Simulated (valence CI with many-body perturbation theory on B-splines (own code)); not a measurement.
# Energy levels of Ti X

Method: relativistic CI+MBPT: three valence electrons over a frozen Dirac-Fock core [Ne], a basis of 11 s, 11 p, 10 d, 8 f, 5 g, 2 h functions for each j, with the one-electron correlation potential Σ1 (screened to all orders), the two-electron term Σ2, the three-electron term Σ3, Breit, model QED; selected single and double excitations, second order for the rest, scaled by the run's own slope (own B-spline code, finite nucleus).

No measured spectrum was set against this ion. As an estimate, levels of excited configurations hold to 0.05 to 0.15 % of their energy, terms of the ground configuration to about 0.5 %.

Levels 91 to 135 of 169, with energies above the lowest level, 3s2.3p 2P°_1/2. "Leading %" is the weight of the configuration and term that name the level; weights of strongly mixed levels are sums over their largest components and can fall short, so below about 35 % the name and the second component can differ from the true leading terms, or belong to a minority configuration. In the jj column 3d3/2^4 stands for four electrons in 3d with j = 3/2. Lifetimes count E1, E2, E3, M1 and M2 decay at the calculated energies, and are blank where another channel may lead or the interval is too uncertain; long ones can be off by a factor of two.

```csv
No.,Configuration,Term,J,E (cm⁻¹),Leading %,Leading jj,Lifetime
91,3s2.4d,2D,3/2,986540,94,3s^2 4d3/2 (94 %),13.4 ps
92,3s2.4d,2D,5/2,986890,94,3s^2 4d5/2 (94 %),13.5 ps
93,3s.3p.4s,2P°,1/2,987990,95,3s 3p1/2 4s (74 %),12.1 ps
94,3p.3d2,4G°,5/2,990270,98,3p1/2 3d3/2^2 (57 %),125 ps
95,3p.3d2,4G°,7/2,992110,99,3p1/2 3d3/2 3d5/2 (61 %),124 ps
96,3s.3p.4s,2P°,3/2,993170,95,3s 3p3/2 4s (88 %),11.5 ps
97,3p.3d2,4G°,9/2,994500,99,3p3/2 3d3/2 3d5/2 (64 %),123 ps
98,3p.3d2,4G°,11/2,997510,100,3p3/2 3d5/2^2 (79 %),122 ps
99,3p.3d2,2F°,5/2,1011700,85,3p1/2 3d3/2^2 (36 %),71.3 ps
100,3p.3d2,2F°,7/2,1015400,97,3p3/2 3d5/2^2 (35 %),71.3 ps
101,3p.3d2,2D°,3/2,1017400,95,3p1/2 3d3/2 3d5/2 (41 %),51.7 ps
102,3p.3d2,2D°,5/2,1019100,83,3p3/2 3d5/2^2 (54 %),54.0 ps
103,3p.3d2,4D°,1/2,1028800,99,3p1/2 3d3/2 3d5/2 (30 %),53.4 ps
104,3p.3d2,4D°,3/2,1030000,95,3p1/2 3d3/2 3d5/2 (46 %),53.4 ps
105,3p.3d2,4D°,5/2,1031500,91,3p3/2 3d3/2 3d5/2 (49 %),52.5 ps
106,3p.3d2,2S°,1/2,1031600,91,3p1/2 3d3/2 3d5/2 (39 %),28.5 ps
107,3p.3d2,4D°,7/2,1033000,89,3p3/2 3d5/2^2 (42 %),50.1 ps
108,3p.3d2,4F°,3/2,1035900,98,3p1/2 3d3/2^2 (34 %),25.3 ps
109,3p.3d2,2G°,9/2,1036500,56,3p1/2 3d3/2 3d5/2 (46 %),34.3 ps
110,3p.3d2,4F°,5/2,1036600,95,3p1/2 3d3/2 3d5/2 (35 %),25.8 ps
111,3p.3d2,4F°,7/2,1037000,51,3p3/2 3d3/2 3d5/2 (54 %),31.8 ps
112,3p.3d2,2G°,7/2,1038500,58,3p3/2 3d3/2 3d5/2 (62 %),34.1 ps
113,3p.3d2,4F°,9/2,1039500,59,3p3/2 3d5/2^2 (76 %),31.7 ps
114,3p.3d2,4P°,1/2,1044200,90,3p3/2 3d3/2 3d5/2 (49 %),38.2 ps
115,3p.3d2,4P°,3/2,1044300,98,3p1/2 3d3/2 3d5/2 (22 %),39.8 ps
116,3s.3p.4p,4D,1/2,1044400,50,3s 3p1/2 4p1/2 (85 %),19.8 ps
117,3s.3p.4p,4D,3/2,1046800,49,3s 3p1/2 4p1/2 (60 %),19.8 ps
118,3p.3d2,4P°,5/2,1046800,97,3p3/2 3d3/2 3d5/2 (59 %),38.4 ps
119,3s2.4f,2F°,5/2,1046800,95,3s^2 4f5/2 (95 %),4.86 ps
120,3s2.4f,2F°,7/2,1046900,96,3s^2 4f7/2 (96 %),4.85 ps
121,3s.3p.4p,2P,1/2,1049300,49,3s 3p1/2 4p3/2 (42 %),19.1 ps
122,3p.3d2,2H°,9/2,1049600,91,3p1/2 3d3/2 3d5/2 (35 %),91.8 ps
123,3s.3p.4p,4D,3/2,1050100,48,3s 3p1/2 4p3/2 (48 %),20.2 ps
124,3s.3p.4p,4D,5/2,1051400,97,3s 3p1/2 4p3/2 (47 %),37.1 ps
125,3p.3d2,2H°,11/2,1054400,98,3p3/2 3d3/2 3d5/2 (78 %),98.5 ps
126,3s.3p.4p,4D,7/2,1055800,98,3s 3p3/2 4p3/2 (98 %),36.9 ps
127,3s.3p.4p,4P,1/2,1058200,97,3s 3p1/2 4p1/2 (51 %),53.0 ps
128,3s.3p.4s,2P°,1/2,1059000,92,3s 3p3/2 4s (63 %),10.1 ps
129,3s.3p.4s,2P°,3/2,1059300,91,3s 3p3/2 4s (66 %),10.6 ps
130,3s.3p.4p,4P,3/2,1059700,85,3s 3p1/2 4p3/2 (53 %),48.6 ps
131,3p.3d2,4D°,7/2,1061900,98,3p3/2 3d5/2^2 (33 %),20.1 ps
132,3p.3d2,4D°,5/2,1062200,98,3p3/2 3d3/2 3d5/2 (55 %),20.0 ps
133,3p.3d2,4D°,3/2,1062400,98,3p3/2 3d3/2 3d5/2 (43 %),19.9 ps
134,3p.3d2,4D°,1/2,1062600,98,3p3/2 3d3/2^2 (60 %),19.8 ps
135,3s.3p.4p,4P,5/2,1063000,94,3s 3p3/2 4p3/2 (50 %),49.4 ps
```

Names give the largest LS component (configuration and term), which can be under half, so a name can repeat, a term be missing and a line seem to break the LS rules; names also repeat where a configuration has a term twice.

Where two levels of one J and parity lie close, their mixing, g and order are uncertain.
